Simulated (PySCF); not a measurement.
Computational details: geometry: GFN2-xTB, σ from GIAO-PBE0/pcSseg-1, in PySCF (no relativistic terms, one conformer, equivalent nuclei averaged, gas phase).

References, each an isolated molecule treated in the same way: 1H and 13C against TMS. Shifts are as computed. Against solution values, carbons near 30 ppm lie about +3 ppm off and those near 130 ppm about +5 ppm. Of 1211 compounds with measured shifts, 218 miss one by over three times the rms of a fit or turn the order of signals round; such compounds aren't used in these exercises. OH and NH positions are gas-phase values without hydrogen bonding to other molecules.

(1) Order these molecules by the shift of their most shielded carbon, lowest δ first.
A. C#C[SiH2]/C=C\C(F)(F)F
B. C=C1[SiH2][C@H]1C(F)=C(F)F
C. C[Si](C)(C)[Si](Cl)(Cl)Cl
D. C#CC(=C)C/C(C#CC)=C/F
E. C[Si@@H](O)[Si@@](C)(F)O[SiH3]

(2) Order these molecules by the shift of their most deshielded carbon-bound hydrogen, lowest δ first.
A. C[C@H](F)[SiH2]O[SiH2]O[SiH3]
B. C[Si](C)(C)[Si](Cl)(Cl)Cl
C. C=C1[SiH2][C@H]1C(F)=C(F)F

(3) How many 13C and 1H signals does each give (equivalence by symmetry and fast rotation, but not about amide C–N or C=N bonds)? `C[Si](C)(C)[Si](Cl)(Cl)Cl`, `C#CC(=C)C/C(C#CC)=C/F`, `C[Si@@H](O)[Si@@](C)(F)O[SiH3]`, `C=C1[SiH2][C@H]1C(F)=C(F)F`, `C#C[SiH2]/C=C\C(F)(F)F`, `C[C@H](F)[SiH2]O[SiH2]O[SiH3]`

Results:

(1) C (-2.8 ppm, methyl carbon bonded to Si), E (1.4 ppm, methyl carbon bonded to Si), D (5.9 ppm, propargylic methyl carbon), B (16.2 ppm, three-membered-ring carbon), A (86.3 ppm, alkyne carbon).

(2) B (0.23 ppm, hydrogen on a methyl carbon bonded to Si), A (4.79 ppm, hydrogen on an sp3 CH bonded to F and Si), C (7.04 ppm, hydrogen on a terminal =CH2 carbon).

(3) C[Si](C)(C)[Si](Cl)(Cl)Cl: 1 C, 1 H; C#CC(=C)C/C(C#CC)=C/F: 10 C, 6 H; C[Si@@H](O)[Si@@](C)(F)O[SiH3]: 2 C, 5 H; C=C1[SiH2][C@H]1C(F)=C(F)F: 5 C, 5 H; C#C[SiH2]/C=C\C(F)(F)F: 5 C, 4 H; C[C@H](F)[SiH2]O[SiH2]O[SiH3]: 2 C, 7 H.
